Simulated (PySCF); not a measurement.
C₈H₂₁BOP (charge -1).
InChI=1S/C8H21BOP/c1-7(2,3)11(9,10)8(4,5)6/h1-6,9H3/q-1

Torsions of this conformer, `[BH3-:1][P:2](=[O:3])([C:4]([CH3:5])([CH3:6])[CH3:7])[C:8]([CH3:9])([CH3:10])[CH3:11]`: B1–P2–C4–C5 -76°, B1–P2–C8–C9 50°.

The closed-shell ground state was solved at several levels (PySCF, density fitting, gas phase, non-relativistic). Isolated species at its PBE0-D3(BJ)/def2-SVP geometry, gas phase. The geometry's basis has no diffuse functions, a weakness for an anion. No diffuse functions stand in pcSseg-1, which bears on an anion's orbital energies.

| level | basis functions | total energy (Eh) | HOMO (eV) | LUMO (eV) | gap (eV) |
| --- | --- | --- | --- | --- | --- |
| CAM-B3LYP/def2-SVPD | 395 | -758.3900 | -3.45 | 4.16 | 7.61 |
| B97-2/pcSseg-1 | 299 | -758.8047 | -1.71 | 4.61 | 6.32 |

**Question.** Estimate the row for PBE0/pcSseg-1, a basis of 299 functions; the other rows only guide the guess.

**Answer.** Total energy -758.3019 Eh, HOMO -1.98 eV, LUMO 4.57 eV, gap 6.55 eV.

**Question.** Over all these levels, which gives the widest orbital gap and which the narrowest?

**Answer.** CAM-B3LYP/def2-SVPD (range-separated hybrid) has the widest, 7.61 eV, and B97-2/pcSseg-1 (global hybrid, 21 % exact exchange) the narrowest, 6.32 eV. Functional and basis both differ between the two, so the spread mixes both effects.
